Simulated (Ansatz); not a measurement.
C$_{2}$H$_{6}$BN, SMILES `BNC=C`, charge 0, multiplicity 1.

Question: Give a relaxed structure at PBE0-D4/def2-TZVP (Ansatz). (Estimate.)

Answer: Computed: 
```xyz
10

B    -1.6744   -0.7132    0.4077
N    -0.2963   -0.5402    0.2802
C     0.3487    0.5527   -0.2876
C     1.6650    0.6932   -0.3976
H    -2.3986    0.1456   -0.0020
H    -2.0803   -1.7123    0.9213
H     0.3303   -1.2558    0.6207
H    -0.3338    1.3145   -0.6495
H     2.3553   -0.0630   -0.0389
H     2.0841    1.5785   -0.8543
```
Point group Cs.
This is one stationary point; other conformers may exist.
